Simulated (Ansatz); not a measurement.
The cluster TaO₂ was relaxed with PBE0-D4 (def2-TZVP) in Ansatz in these states: charge +1 singlet, neutral doublet, neutral quartet. The geometries follow in no particular order.

In the def2 sets Ta takes a core potential; there is no spin–orbit coupling.

A:

```xyz
3

Ta    0.549    0.153    0.397
O    -0.941    1.006    0.307
O     0.392   -1.159   -0.703
```

B:

Cartesian coordinates in Å:
```
Ta 0.403 0.414 0.214
O 0.714 -0.479 -1.303
O -1.117 0.066 1.088
```

C:

```xyz
3

Ta   -0.4293    0.5128    0.1965
O     0.4150   -0.5755    1.1723
O     0.0143    0.0626   -1.3688
```

Problem. Judge from the bond lengths which geometry belongs to which state (an estimate).

Solution. A is the neutral doublet (Ta1–O2 1.719 Å, Ta1–O3 1.719 Å); B is the neutral quartet (Ta1–O2 1.788 Å, Ta1–O3 1.788 Å); C is the charge +1 singlet (Ta1–O2 1.688 Å, Ta1–O3 1.688 Å).

At PBE0-D4/def2-TZVP a doublet lies 2.91 eV below the neutral quartet. These are the stationary points nearest to one start from a short search; other shapes may lie lower in each state.
